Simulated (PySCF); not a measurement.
Molfile (atoms numbered from 1):
```
C10H9P
     RDKit          3D

 20 21  0  0  0  0  0  0  0  0999 V2000
    2.7793    0.1465   -0.2718 C   0  0  0  0  0  0  0  0  0  0  0  0
    1.3992    0.7399   -0.1845 C   0  0  0  0  0  0  0  0  0  0  0  0
    1.3569    2.4648   -0.1685 P   0  0  0  0  0  0  0  0  0  0  0  0
   -0.3659    2.7652   -0.0588 C   0  0  0  0  0  0  0  0  0  0  0  0
   -1.3218    1.8014   -0.0081 C   0  0  0  0  0  0  0  0  0  0  0  0
   -1.0595    0.4131   -0.0379 C   0  0  0  0  0  0  0  0  0  0  0  0
   -2.1478   -0.4822    0.0190 C   0  0  0  0  0  0  0  0  0  0  0  0
   -1.9640   -1.8354   -0.0045 C   0  0  0  0  0  0  0  0  0  0  0  0
   -0.6645   -2.3530   -0.0866 C   0  0  0  0  0  0  0  0  0  0  0  0
    0.4123   -1.5139   -0.1442 C   0  0  0  0  0  0  0  0  0  0  0  0
    0.2643   -0.1048   -0.1231 C   0  0  0  0  0  0  0  0  0  0  0  0
    2.9924   -0.4810    0.5935 H   0  0  0  0  0  0  0  0  0  0  0  0
    3.5210    0.9433   -0.3051 H   0  0  0  0  0  0  0  0  0  0  0  0
    2.8903   -0.4595   -1.1710 H   0  0  0  0  0  0  0  0  0  0  0  0
   -0.6637    3.8064   -0.0301 H   0  0  0  0  0  0  0  0  0  0  0  0
   -2.3616    2.0989    0.0601 H   0  0  0  0  0  0  0  0  0  0  0  0
   -3.1448   -0.0689    0.0823 H   0  0  0  0  0  0  0  0  0  0  0  0
   -2.8091   -2.5066    0.0397 H   0  0  0  0  0  0  0  0  0  0  0  0
   -0.5186   -3.4236   -0.1044 H   0  0  0  0  0  0  0  0  0  0  0  0
    1.4007   -1.9400   -0.2076 H   0  0  0  0  0  0  0  0  0  0  0  0
  1  2  1  0
  2  3  1  0
  3  4  2  0
  4  5  1  0
  5  6  2  0
  6  7  1  0
  7  8  2  0
  8  9  1  0
  9 10  2  0
 10 11  1  0
 11  2  2  0
 11  6  1  0
  1 12  1  0
  1 13  1  0
  1 14  1  0
  4 15  1  0
  5 16  1  0
  7 17  1  0
  8 18  1  0
  9 19  1  0
 10 20  1  0
M  END
```

Computed data (PySCF 2.14.0 with density-fitted response routines): shieldings: GIAO PBE0/pcSseg-1, structure optimised with GFN2-xTB. Rapidly exchanging positions averaged, in vacuum, relativity neglected, single conformer.

δ = σ(ref) − σ, references computed at the same level: 13C (186.93 ppm) and 1H (31.72 ppm) against TMS; 31P (318.38 ppm) vs H3PO4.

```tsv
atoms	nucleus	count	δ (ppm)
H15	1H	1	?
H18	1H	1	7.95
P3	31P	1	?
H20	1H	1	8.37
C2	13C	1	183.8
C8	13C	1	132.4
C4	13C	1	153.6
H19	1H	1	8.04
H16	1H	1	8.61
C6	13C	1	?
H12/H13/H14	1H	3	3.32
C7	13C	1	138.0
H17	1H	1	8.26
C11	13C	1	?
C5	13C	1	140.8
C10	13C	1	?
C1	13C	1	26.6
C9	13C	1	?
```

**Question.** Complete the table.

**Answer.** 
- C11: 138.4 ppm, ring-fusion aromatic carbon
- C6: 137.3 ppm, ring-fusion aromatic carbon
- C9: 132.8 ppm, aromatic CH; the aromatic region
- C10: 127.2 ppm, aromatic CH; the aromatic region
- H15: 8.82 ppm, hydrogen on an aromatic CH; ring-current deshielding
- P3: 217.2 ppm, phosphorus bonded to 2 C, in a 6-membered ring

Shifts are as computed. Against solution values, carbons near 30 ppm lie about +3 ppm off and those near 130 ppm about +5 ppm. Of 1211 compounds with measured shifts, 218 miss one by over three times the rms of a fit or turn the order of signals round; such compounds aren't used in these exercises. Experimental scales use liquid or dissolved standards, which lie at an offset from isolated H3PO4.
